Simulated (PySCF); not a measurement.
A structure optimised at PBE-D3(BJ)/def2-SVP, used in a PySCF frequency run:

```xyz
11

C      2.6356    -0.3171    -0.7822
C      1.5407    -0.2595    -0.2282
Si    -0.0984    -0.1566     0.5997
N     -0.8167    -1.7393     0.5628
C     -1.0547     1.1730    -0.2596
C     -1.7304     2.0331    -0.8217
H      3.6015    -0.3692    -1.2679
H      0.0459     0.2406     2.0376
H     -0.9117    -2.1939    -0.3501
H     -1.6689    -1.8804     1.1129
H     -2.3199     2.7931    -1.3183
```
Charge 0, spin multiplicity 1.

### Question
Write its SMILES and formula.

### Answer
C#C[SiH](N)C#C, C₄H₅NSi

### Question
What are its rotational constants (standard atomic weights)?

### Answer
3.6810, 2.1115, 1.4626 GHz
